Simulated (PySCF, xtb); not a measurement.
AlFH2OSe, SMILES [OH][Al]([F])[SeH]. Other conformers were not sampled.

Harmonic wavenumbers (cm⁻¹) from GFN2-xTB (xtb 6.7.1) at its own minimum, in rising order: 119, 150, 168, 220, 315, 384, 433, 523, 747, 925, 2041, 3778.

Task: What does B3LYP-D3(BJ)/def2-SVP in PySCF give at its own minimum? (An estimate is asked for; the answer gives what the named calculation found.)

Result: 144, 201, 229, 240, 326, 382, 552, 599, 819, 953, 2407, 3922. Paired by order, the mean absolute difference is 81 cm⁻¹ and the zero-point energies are 14.0 and 15.4 kcal/mol.
